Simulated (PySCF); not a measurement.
**Electron correlation in V (vanadium, neutral)**

[Ar] 3d3 4s1 5s1, high-spin 6F determinant (an excited configuration). All numbers are calculated (PySCF 2.14, the spin-free X2C one-electron Hamiltonian (Gaussian nucleus), in x2c-TZVPPall with one added diffuse shell each of s, p, d, f type (7s6p5d3f1g, 80 functions)). Frozen: [Ne]; 13 electrons correlated.

```
  level  correlation energy (mhartree)
   CCSD                        -330.08
    (T)                          -7.42
CCSD(T)                        -337.50
```

Diagnostics: T1 = 0.013, D1 = 0.0553, largest double amplitude 0.064.

Question: Is a single reference adequate?

Answer: Yes: T1 lies below 0.03 and no double amplitude reaches 0.07.

This basis was not built for core-valence correlation, so the inner-shell part is incomplete.
